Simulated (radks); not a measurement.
Species: Hf51+. Configuration: [Ar] 3d3.

Calculated with a radial shooting solver on a logarithmic mesh with Libxc functionals: Dirac Kohn-Sham, PBE, spin-unpolarised, spherical densities, point nucleus; open shells are shared between the two j in proportion to 2j + 1.

Energy parts (eV):
part                      energy
total                 -345957.96
kinetic                393624.92
electron-nucleus      -782568.25
Hartree                 48133.80
exchange-correlation    -5148.43

Orbitals (lengths in bohr, moments of r in powers of bohr; <r^-3> diverges for s and p1/2; r(90%) holds 90 % of the orbital's charge):
| orbital | occ. | eigenvalue (eV) | <1/r> | r(90%) | <r^-3> | <r^2> | small-component weight |
|---|---|---|---|---|---|---|---|
| 1s1/2 | 2 | -68537.44 | 83.86 | 0.0345 | - | 0.0004948 | 7.34e-02 |
| 2s1/2 | 2 | -14397.84 | 20.46 | 0.124 | - | 0.007472 | 1.68e-02 |
| 2p1/2 | 2 | -13923.36 | 20.39 | 0.109 | - | 0.005349 | 1.68e-02 |
| 2p3/2 | 4 | -12716.55 | 17.34 | 0.119 | 15050 | 0.006513 | 1.53e-02 |
| 3s1/2 | 2 | -5411.447 | 7.976 | 0.288 | - | 0.04435 | 6.16e-03 |
| 3p1/2 | 2 | -5222.658 | 7.895 | 0.278 | - | 0.04015 | 6.09e-03 |
| 3p3/2 | 4 | -4925.734 | 7.092 | 0.294 | 3892 | 0.04528 | 5.69e-03 |
| 3d3/2 | 1.2 | -4644.076 | 6.968 | 0.262 | 686.0 | 0.03381 | 5.52e-03 |
| 3d5/2 | 1.8 | -4575.523 | 6.775 | 0.266 | 590.2 | 0.03517 | 5.41e-03 |

The highest occupied level is 3d5/2 at -4575.5 eV. Summed over all electrons, <r^2> = 0.5067 bohr^2, which gives a Langevin (diamagnetic) susceptibility term of -0.401 x 10^-6 cm^3/mol.
